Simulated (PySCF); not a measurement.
A calculated (LDA, PySCF 2.14, x2c-TZVPPall, the spin-free X2C one-electron Hamiltonian (Gaussian nucleus)) atom or ion has these occupied shells.

```tsv
shell	electrons	orbital energy (eV)	rms radius, mean of both spins (bohr)
1s α	1	-67091.5	0.0212
1s β	1	-67091.5	0.0212
2s α	1	-11538.5	0.0854
2s β	1	-11538.4	0.0854
2p α	3	-10152.5	0.0775
2p β	3	-10152.5	0.0775
3s α	1	-2652.4	0.219
3s β	1	-2652.4	0.219
3p α	3	-2237.9	0.220
3p β	3	-2237.9	0.220
3d α	5	-1737.2	0.201
3d β	5	-1737.1	0.201
4s α	1	-548.16	0.488
4s β	1	-548.08	0.488
4p α	3	-411.31	0.520
4p β	3	-411.23	0.520
4d α	5	-231.99	0.564
4d β	5	-231.89	0.564
5s α	1	-83.284	1.16
5s β	1	-82.553	1.16
5p α	3	-49.958	1.37
5p β	3	-49.013	1.37
4f α	7	-35.380	0.720
4f β	7	-35.175	0.720
6s α	1	-13.131	3.20
5d α	2	-13.104	2.19
6s β	1	-12.395	3.20
```

Name the element and its charge.

Ta⁺ (tantalum, charge +1), in [Xe] 4f14 5d2 6s2, high-spin 3F determinant (an excited configuration).
